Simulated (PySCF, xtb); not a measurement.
difluoromethyl(methyl)silane (C2H6F2Si), SMILES C[SiH2]C(F)F.

GFN2-xTB run with xtb 6.7.1 at its own geometry gives an orbital gap of 5.78 eV and a dipole moment of 3.08 D.

Geometry: B3LYP-D3(BJ)/def2-SVP. One conformer was computed; it need not be the lowest.

What does PySCF with PBE/def2-TZVP give? (Estimate from the structure and the level; the computed values follow.)

gap 6.59 eV (levels -6.92 and -0.33 eV), dipole 1.40 D.
